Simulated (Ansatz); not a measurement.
A structure relaxed at PBE0/def2-TZVP in Ansatz, charge 0, singlet:

```xyz
8

Li    0.6054   -2.3761   -0.7871
Li   -0.6824    2.3647   -0.8359
Li   -0.6670   -0.1964   -2.4947
Li    2.3116    0.6678   -0.4983
Li   -2.2825   -0.7299    0.5232
Li   -0.1749    1.5541    2.0639
Li    0.8967   -1.2979    2.0341
Li   -0.0068    0.0136   -0.0052
```

Problem. Give its formula and point group.

Solution. Li₈ (the lowest singlet isomer of a short search). Point group Cs (tolerance 0.1 Å).

Problem. Summarise the bond lengths by kind (pairs closer than 1.2 times the sum of covalent radii, bridged metal pairs left out).

Solution. 12 × Li–Li 2.45 to 3.05 Å.

The restricted singlet is unstable towards broken spin symmetry in Hartree–Fock (as tested in another run); at PBE0/def2-TZVP this wasn't settled. The structure comes from a short search, and lower isomers may exist.
